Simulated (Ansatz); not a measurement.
Z-matrix (Å, degrees):
```
Zr
N 1 2.053
C 1 2.554 2 91.7
C 1 2.546 2 142.0 3 -20.0
C 1 2.575 2 121.0 3 13.4
C 1 2.537 2 117.9 3 -48.6
N 1 2.054 2 104.5 3 -144.4
N 1 2.053 2 104.7 3 106.6
C 1 2.529 2 89.6 3 -32.2
H 2 1.011 1 121.2 3 -120.3
H 2 1.009 1 129.6 3 48.3
H 3 1.081 1 117.4 2 35.4
H 4 1.082 1 117.5 2 -175.3
C 5 1.491 1 122.1 2 97.1
H 6 1.080 1 116.4 2 -90.7
H 7 1.011 1 121.7 2 -7.9
H 7 1.010 1 129.2 2 161.4
H 8 1.011 1 120.9 2 96.0
H 8 1.010 1 130.1 2 -92.9
H 9 1.081 1 116.9 2 -29.3
H 14 1.094 5 110.7 1 175.4
H 14 1.092 5 111.4 1 -65.3
H 14 1.092 5 111.3 1 55.7
```

Total charge 0; spin multiplicity 1. Zr: def2 effective core potential.

Task: List the PBE0/def2-TZVPP orbital energies in eV (the Gaussian-basis code of Ansatz). (Estimate.)

Result: The calculation gave: Occupied: -389.92, -389.92, -389.92, -278.52, -278.29, -278.24, -278.21, -278.20, -278.11, -57.62, -34.04, -33.93, -33.92, -24.71, -22.22, -22.09, -22.09, -21.20, -19.87, -18.61, -15.38, -15.01, -14.13, -12.73, -12.61, -12.59, -11.99, -11.82, -11.05, -10.92, -10.73, -10.49, -9.96, -9.78, -9.76, -9.58, -7.35, -7.22, -6.59, -6.56, -6.53. Lowest empty: 0.08, 0.13, 0.24, 0.35, 0.76, 0.79, 1.06, 1.46.
